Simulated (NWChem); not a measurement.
System: C2H8OSi; SMILES C[SiH](C)O

NWChem printed, in part:

```
             Northwest Computational Chemistry Package (NWChem) 7.3.0
             --------------------------------------------------------

 CS  symmetry detected

                             Geometry "geometry" -> ""
                             -------------------------

 Output coordinates in angstroms (scale by  1.889725989 to convert to a.u.)

  No.       Tag          Charge          X              Y              Z
 ---- ---------------- ---------- -------------- -------------- --------------
    1 Si                  14.0000     0.07897266     0.35741050     0.00000000
    2 C                    6.0000    -0.84836508    -0.20105437    -1.54519925
    3 C                    6.0000    -0.84836508    -0.20105437     1.54519925
    4 O                    8.0000     1.66936504    -0.17619381     0.00000000
    5 H                    1.0000     0.20966818     1.83808286     0.00000000
    6 H                    1.0000    -0.96321192    -1.29170655    -1.58638026
    7 H                    1.0000    -0.32658211     0.11499436    -2.45563152
    8 H                    1.0000    -1.85565451     0.23404248    -1.56962529
    9 H                    1.0000    -0.32658211     0.11499436     2.45563152
   10 H                    1.0000    -0.96321192    -1.29170655     1.58638026
   11 H                    1.0000    -1.85565451     0.23404248     1.56962529
   12 H                    1.0000     1.80107231    -1.13428742     0.00000000

 Effective nuclear repulsion energy (a.u.)     177.4121175445

      Symmetry information
      --------------------

 Group name             Cs
 Group number              2
 Group order               2
 No. of unique centers     8

                                 NWChem DFT Module
                                 -----------------

 Summary of "ao basis" -> "ao basis" (spherical)
 ------------------------------------------------------------------------------
       Tag                 Description            Shells   Functions and Types
 ---------------- ------------------------------  ------  ---------------------
 Si                          6-31g*                  8       18   4s3p1d
 C                           6-31g*                  6       14   3s2p1d
 O                           6-31g*                  6       14   3s2p1d
 H                           6-31g*                  2        2   2s

      Symmetry analysis of basis
      --------------------------

        a'         47
        a"         29

            General Information
            -------------------
          SCF calculation type: DFT
          Wavefunction type:  closed shell.
          No. of atoms     :    12
          No. of electrons :    42
           Alpha electrons :    21
            Beta electrons :    21
          Charge           :     0
          Spin multiplicity:     1
          Use of symmetry is: on ; symmetry adaption is: on
          Maximum number of iterations: 150
          AO basis - number of functions:    76
                     number of shells:    42
          Convergence on energy requested:  1.00D-06
          Convergence on density requested:  1.00D-05
          Convergence on gradient requested:  5.00D-04

              XC Information
              --------------
                         SCAN Method XC Functional
                  SCAN metaGGA Exchange Functional  1.000
                        SCAN Correlation Potential  1.000

             Grid Information
             ----------------
          Grid used for XC integration:  fine
          Radial quadrature: Mura-Knowles
          Angular quadrature: Lebedev.
          Tag              B.-S. Rad. Rad. Pts. Rad. Cut. Ang. Pts.
          ---              ---------- --------- --------- ---------
          Si                  1.10      123           8.0       770
          C                   0.70       70          11.0       590
          O                   0.60       70          10.0       590
          H                   0.35       60          12.0       590
          Grid pruning is: on
          Number of quadrature shells:   563
          Spatial weights used:  Erf1

      Superposition of Atomic Density Guess
      -------------------------------------

 Sum of atomic energies:        -442.87802836

      Non-variational initial energy
      ------------------------------

 Total energy =    -444.857147
 1-e energy   =    -960.642182
 2-e energy   =     338.372917
 HOMO         =      -0.357981
 LUMO         =       0.067667

      Symmetry analysis of molecular orbitals - initial
      -------------------------------------------------

  Numbering of irreducible representations:

     1 a'          2 a"

  Orbital symmetries:

     1 a'          2 a'          3 a'          4 a"          5 a'
     6 a'          7 a'          8 a"          9 a'         10 a'
    11 a"         12 a'         13 a'         14 a'         15 a'
    16 a"         17 a"         18 a'         19 a"         20 a'
    21 a"         22 a'         23 a'         24 a"         25 a'
    26 a'         27 a'         28 a'         29 a"         30 a'
    31 a"

     ---------------------------------------------
      Total Density - Mulliken Population Analysis
     ---------------------------------------------

    Atom       Charge   Shell Charges
 -----------   ------   -------------------------------------------------------
    1 Si  14    12.95   2.00  2.00  5.97  0.89  1.38  0.20  0.31  0.20
    2 C    6     7.01   2.00  0.72  2.11  0.72  1.44  0.02
    3 C    6     7.01   2.00  0.72  2.11  0.72  1.44  0.02
    4 O    8     9.05   2.00  0.93  3.15  0.91  2.05  0.01
    5 H    1     1.09   0.48  0.61
    6 H    1     0.74   0.45  0.29
    7 H    1     0.74   0.45  0.29
    8 H    1     0.74   0.45  0.29
    9 H    1     0.74   0.45  0.29
   10 H    1     0.74   0.45  0.29
   11 H    1     0.74   0.45  0.29
   12 H    1     0.45   0.35  0.10

   convergence    iter        energy       DeltaE   RMS-Dens  Diis-err
 ---------------- ----- ----------------- --------- --------- ---------
 d= 0,ls=0.0,diis     1   -445.6594244231 -6.23D+02  1.47D-02  5.55D-01
 d= 0,ls=0.0,diis     2   -445.6104072032  4.90D-02  9.86D-03  1.08D+00
 d= 0,ls=0.0,diis     3   -445.7146514190 -1.04D-01  1.83D-03  4.76D-02
 d= 0,ls=0.0,diis     4   -445.7188643572 -4.21D-03  6.06D-04  4.27D-03
 d= 0,ls=0.0,diis     5   -445.7193976653 -5.33D-04  1.26D-04  1.92D-04
  Resetting Diis
 d= 0,ls=0.0,diis     6   -445.7194223176 -2.47D-05  2.18D-05  1.69D-06
 d= 0,ls=0.0,diis     7   -445.7194225510 -2.33D-07  1.08D-05  2.06D-07
 d= 0,ls=0.0,diis     8   -445.7194225580 -6.99D-09  5.15D-06  1.89D-07

         Total DFT energy =     -445.719422557978
      One electron energy =     -965.395585537431
           Coulomb energy =      385.642715241373
    Exchange-Corr. energy =      -43.378669806438
 Nuclear repulsion energy =      177.412117544517

 Numeric. integr. density =       41.999996157911

                  Occupations of the irreducible representations
                  ----------------------------------------------

                     irrep           alpha         beta
                     --------     --------     --------
                     a'               14.0         14.0
                     a"                7.0          7.0

                       DFT Final Molecular Orbital Analysis
                       ------------------------------------

 Vector   19  Occ=2.000000D+00  E=-3.040004D-01  Symmetry=a"
              MO Center=  4.1D-01, -8.2D-02,  7.0D-15, r^2= 3.4D+00
   Bfn.  Coefficient  Atom+Function         Bfn.  Coefficient  Atom+Function
  ----- ------------  ---------------      ----- ------------  ---------------
    51      0.398844   4 O  pz               55      0.290692   4 O  pz
     9      0.284591   1 Si pz               23     -0.232567   2 C  pz
    37     -0.232567   3 C  pz               27     -0.133789   2 C  pz
    41     -0.133789   3 C  pz                5     -0.123541   1 Si pz
    65      0.113572   7 H  s                66      0.113240   7 H  s

 Vector   20  Occ=2.000000D+00  E=-2.724094D-01  Symmetry=a'
              MO Center=  2.2D-01,  4.0D-01,  1.3D-14, r^2= 3.4D+00
   Bfn.  Coefficient  Atom+Function         Bfn.  Coefficient  Atom+Function
  ----- ------------  ---------------      ----- ------------  ---------------
    62      0.298056   5 H  s                49     -0.269629   4 O  px
     8      0.227020   1 Si py               61      0.211294   5 H  s
     7      0.202939   1 Si px               53     -0.196731   4 O  px
    50     -0.171282   4 O  py               23     -0.139467   2 C  pz
    37      0.139467   3 C  pz               21     -0.136835   2 C  px

[...]

                         DFT ENERGY GRADIENTS

    atom               coordinates                        gradient
                 x          y          z           x          y          z
   1 Si      0.149237   0.675408   0.000000    0.000154   0.003798   0.000000
   2 C      -1.603178  -0.379938  -2.920003   -0.001323  -0.000836  -0.002738
   3 C      -1.603178  -0.379938   2.920003   -0.001323  -0.000836   0.002738
   4 O       3.154642  -0.332958   0.000000    0.002266  -0.000994   0.000000
   5 H       0.396215   3.473473   0.000000   -0.000030  -0.000309   0.000000
   6 H      -1.820207  -2.440971  -2.997824   -0.000082  -0.000329  -0.000189
   7 H      -0.617151   0.217308  -4.640471    0.000049   0.000050  -0.000408
   8 H      -3.506679   0.442276  -2.966162   -0.000328   0.000165  -0.000117
   9 H      -0.617151   0.217308   4.640471    0.000049   0.000050   0.000408
  10 H      -1.820207  -2.440971   2.997824   -0.000082  -0.000329   0.000189
  11 H      -3.506679   0.442276   2.966162   -0.000328   0.000165   0.000117
  12 H       3.403533  -2.143492   0.000000    0.000976  -0.000595   0.000000
```

Level: SCAN/6-31G* (spherical d). All runs use the structure optimised with B3LYP/6-31G* (spherical d).

### Question
Reconstruct the input file.

### Answer
One answer among several that fit: the input that was run:
```
start job
memory heap 200 mb stack 900 mb global 1100 mb
geometry units angstroms noautoz
  Si     0.100985    -0.000157     0.341544
  C     -0.844042    -1.544210    -0.189784
  C     -0.840098     1.546186    -0.190113
  O      1.675328    -0.002239    -0.237698
  H      0.274322    -0.000209     1.817832
  H     -0.990316    -1.585335    -1.276670
  H     -0.314544    -2.455288     0.111213
  H     -1.838410    -1.567300     0.274152
  H     -0.308238     2.455971     0.110633
  H     -0.986321     1.587423    -1.277001
  H     -1.834377     1.571948     0.273874
  H      1.779353    -0.002726    -1.199191
end
basis spherical
  Si library 6-31g*
  C library 6-31g*
  O library 6-31g*
  H library 6-31g*
end
dft
  xc scan
  grid fine
  iterations 150
  mulliken
end
task dft gradient
```
